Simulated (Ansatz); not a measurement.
Species: SnF, net charge 0, doublet state. SMILES: [F][Sn]
Coordinates optimised at B3LYP-D3(BJ)/def2-TZVP (Ansatz, an electronic-structure program):
```xyz
2

Sn     0.0000     0.0000    -0.2995
F      0.0000     0.0000     1.6641
```
Charge 0, spin multiplicity 2.

Property: atomisation energy, in kcal/mol. Set-up: no spin-orbit coupling; 6-31G* and kin with 6d, 5d where marked; STO-3G and 3-21G all-electron and non-relativistic; open shells spin-unrestricted; atomisation electronic, to ground-state atoms; def2 sets with scalar-relativistic core potentials past Kr; LANL2DZ with its own core potentials from Na on. First-principles rows: single points at B3LYP-D3(BJ) geometries (Ansatz). The spin state of an ion or metal species was assumed, not searched.

```csv
level,program,atomisation energy (kcal/mol)
PBE/STO-3G,Ansatz,127.8
PBE/3-21G,Ansatz,114.2
PBE/LANL2DZ,Ansatz,114.4
PBE/def2-SVP,Ansatz,117.3
PBE/6-31G* with LANL2DZ past Ar,Ansatz,117.7
PBE/def2-TZVPD,Ansatz,121.9
```

No value to compare with is used here. The 5 habitual levels span 114.2 (PBE/3-21G) to 127.8 kcal/mol (PBE/STO-3G); PBE/def2-TZVPD gives 121.9.

The sets are all those run for this method; runs whose electronic state is in doubt are left out.
